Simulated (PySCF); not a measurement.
Q: What does the GFN2-xTB structure of `CCCN[SiH2][PH3+]` look like in three dimensions? (Charge +1.)

A: 
Z-matrix in Å and degrees, rows numbered from 1:
```
C 
C   1  1.5234
C   2  1.5267  1  111.35
N   3  1.4571  2  113.63  1  -178.91
Si  4  1.6972  3  126.28  2    73.06
P   5  2.3655  4   99.23  3    31.34
H   1  1.0857  2  110.29  3   179.89
H   1  1.0877  2  110.96  3    59.80
H   1  1.0865  2  110.62  3   -60.46
H   2  1.0911  1  109.56  3   121.04
H   2  1.0950  1  109.97  3  -120.68
H   3  1.1005  2  109.26  1   -58.74
H   3  1.0911  2  110.05  1    59.21
H   4  1.0110  3  111.84  2   -84.50
H   5  1.4677  4  123.07  3   -74.13
H   5  1.4570  4  111.70  3   138.86
H   6  1.3770  5  121.83  4    56.34
H   6  1.3766  5  120.55  4   -70.45
H   6  1.3787  5  112.80  4   173.48
```

P6 (phosphorus bonded to Si and 3 H) is distorted tetrahedral (angles from 98.7° to 121.8°). Si5 (SiH2 silicon) is distorted tetrahedral (angles from 97.7° to 123.1°). N4 (silicon-bound nitrogen) is almost planar (angles 126.3°, 118.1° and 111.8°, sum 356.3°, 0.15 Å off the plane of its three neighbours). Of the pairs four or more bonds apart, P6···H12 is among the closest relative to their van der Waals radii: 2.61 Å, 87 % of the sum of Bondi's values.

The geometry is computed with GFN2-xTB (gas phase).

Point group: C1 (no symmetry element, even within 0.4 Å). Not checked by GFN2-xTB frequencies. Torsions: C1–C2–C3–N4 -179°, C2–C3–N4–Si5 73°, C3–N4–Si5–P6 31°.

One conformer stands for the species.
